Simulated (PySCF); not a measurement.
Species: C2H5BF2O.
Structure used (PBE0-D3(BJ)/def2-SVP), in Å, numbered top down from 1:
```xyz
11
C2H5BF2O angstrom
C     -1.7115    0.6373    0.4632
B     -0.4996   -0.2548    0.0535
O      0.6637    0.3970   -0.2879
C      1.7816   -0.2846   -0.6622
F      1.5490   -1.0006   -1.7726
F      2.1622   -1.1428    0.2965
H     -1.4918    1.0985    1.4431
H     -2.6562    0.0853    0.5555
H     -1.8436    1.4744   -0.2414
H     -0.5132   -1.4635    0.0331
H      2.5989    0.4290   -0.8548
```

All values: PBE0/def2-SVPD (PySCF, non-relativistic), on one gas-phase PBE0-D3(BJ)/def2-SVP geometry that isn't relaxed in the solvent. The solvent is an IEF-PCM continuum (van der Waals radii × 1.2), and excitations are vertical TDDFT with non-equilibrium linear response and a frozen core. The model holds no explicit solvent molecules, cavitation or dispersion.

Gas-phase singlets (H = HOMO, L = LUMO):

```
state  E (eV)  λ (nm)      f  leading configuration
   S1   6.556     189  0.001                H→L 99%
   S2   8.394     148  0.009              H-2→L 79%
   S3   8.585     144  0.018              H→L+1 98%
   S4   8.687     143  0.157              H-1→L 80%
   S5   8.964     138  0.006              H-3→L 91%
```

Problem. What are the lowest 5 singlets in dichloromethane (ε = 8.93)?

Solution. 
```tsv
state	E (eV)	λ (nm)	f	leading configuration	change by rank (eV)
S1	6.558	189	0.001	H→L 99%	+0.002
S2	8.343	149	0.012	H-2→L 54%	-0.051
S3	8.611	144	0.048	H→L+1 92%	+0.026
S4	8.660	143	0.169	H-1→L 51%	-0.027
S5	8.924	139	0.009	H-3→L 92%	-0.040
```

Problem. How do the frontier levels move from gas to dichloromethane?

Solution. 
```
orbital  gas (eV)  solvent (eV)  change (eV)
 LUMO+2      1.14          1.36        +0.22
 LUMO+1      0.61          0.72        +0.11
   LUMO     -0.59         -0.48        +0.11
   HOMO     -9.06         -8.97        +0.09
 HOMO-1    -10.51        -10.41        +0.10
 HOMO-2    -10.61        -10.49        +0.12
 HOMO-3    -11.18        -11.03        +0.15
```

The HOMO–LUMO gap goes from 8.47 to 8.49 eV.
